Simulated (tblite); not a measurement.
C7H13OPSi.
Cartesian coordinates in Å at the GFN2-xTB level; atoms count from 1:
```
atom  x, y, z in Å
C1     2.8280   -1.5161    0.0140
C2     1.9815   -0.2526   -0.0481
P3     0.3323   -0.5550   -0.8767
C4    -0.5332   -1.4420    0.5018
Si5   -2.4154   -1.5172    0.2266
C6    -0.3446    1.1092   -0.6025
C7    -0.5466    1.8395    0.6056
C8    -1.0875    3.0283    0.2380
O9    -1.2359    3.0963   -1.0969
C10   -0.7864    1.9352   -1.5955
H11    3.8059   -1.2998    0.4413
H12    2.9705   -1.9263   -0.9838
H13    2.3476   -2.2751    0.6283
H14    2.4939    0.5085   -0.6444
H15    1.8191    0.1551    0.9540
H16   -0.1318   -2.4577    0.5182
H17   -0.2887   -0.9745    1.4575
H18   -2.6886   -2.0854   -1.0924
H19   -2.9833   -2.3693    1.2764
H20   -2.9959   -0.1771    0.3330
H21   -0.3229    1.5231    1.6040
H22   -1.3993    3.8801    0.8100
H23   -0.8235    1.7996   -2.6584
```

Method: GFN2-xTB as coded in tblite; computed harmonic values from a numerical Hessian at the method's own geometry, unscaled. This tight-binding method is rough: wavenumbers can miss measured ones by several per cent, in bad cases by 10 to 20. Modes of hydrogen on silicon can be 10 to 20 % off. One conformer, not necessarily the lowest.

Harmonic wavenumbers (cm⁻¹): 31.1, 46.5, 68.9, 84.0, 98.9, 120.9, 169.8, 189.0, 222.7, 285.5, 300.6, 314.9, 474.0, 508.5, 523.6, 598.8, 609.2, 676.6, 696.4, 728.4, 762.7, 765.6, 771.3, 778.4, 786.0, 791.5, 802.7, 830.0, 851.9, 928.8, 984.0, 1012.2, 1028.0, 1037.5, 1070.9, 1074.1, 1125.2, 1153.9, 1196.6, 1209.6, 1223.6, 1253.1, 1343.8, 1408.5, 1423.3, 1447.1, 1466.6, 1498.4, 1501.9, 1554.7, 2240.3, 2256.4, 2278.0, 2928.3, 2944.0, 2945.7, 2956.7, 3014.9, 3024.2, 3031.6, 3161.6, 3169.2, 3180.1.

A = 1107, B = 766.8, C = 528.5 MHz; mass 172.047 u (most abundant isotopes); point group C1, symmetry number 1.

Task: Zero-point energy?

Result: ½Σν̃ = 38481 cm⁻¹ = 460.33 kJ/mol.

Task: Entropy at 200 K, 1 bar (ideal gas, RRHO, classical rotation)?

Result: Translation 164.76, rotation 124.52, vibration 122.51: S = 411.8 J/(mol K).

Task: And Cp and H(200 K) − H(0)?

Result: Cp = 149.05 J/(mol K), of which vibrations give 115.80 (their classical limit is 63 R = 523.8); H(200 K) − H(0) = 19.15 kJ/mol without the zero-point energy, 12.50 from vibrations.

Task: Blend soft modes into free rotors: weight 1/[1 + (100 cm⁻¹/ν̃)⁴] for the oscillator and the rest for a rotor with moment μB/(μ + B), μ = h/(8π²ν), B = 10⁻⁴⁴ kg m². What vibrational entropy results?

Result: 109.85 J/(mol K) in place of 122.51, which changes −T·S at 200 K by +2.53 kJ/mol.

Task: Which modes carry the vibrational entropy at 200 K?

Result: 31.1 cm⁻¹: 20.78; 46.5 cm⁻¹: 17.46; 68.9 cm⁻¹: 14.23; 84.0 cm⁻¹: 12.63; 98.9 cm⁻¹: 11.32; 120.9 cm⁻¹: 9.73 J/(mol K); the other 57 give 36.36 together.

Task: How do the functions run with temperature in this model?

Result: 
```
 T (K)  S (J/(mol K))  Cp (J/(mol K))  H − H(0) (kJ/mol)  G − H(0) (kJ/mol)  ln q(vib)
    50          269.7            70.7               2.50             -10.98       1.18
   100          328.1            99.4               6.80             -26.01       3.27
298.15          481.7           205.1              36.52            -107.10      10.81
373.15          532.2           245.8              53.45            -145.13      13.49
   500          612.4           303.0              88.42            -217.80      17.93
   750          751.1           379.7             174.54            -388.76      26.26
  1000          867.5           428.6             276.00            -591.49      33.91
```

q(vib) and H(0) count from the zero-point level.

Task: What must be added to the electronic energy to get the Gibbs energy at 200 K and 1 bar?

Result: ZPE + [H(200 K) − H(0)] − T·S = 460.33 + 19.15 − 82.36 = 397.12 kJ/mol.

Hindered rotation and anharmonicity are outside this model. Other conformers, if any are populated, would add a mixing term that is left out. The structure is chiral; the term R ln 2 for an equal mix with its mirror image is left out.
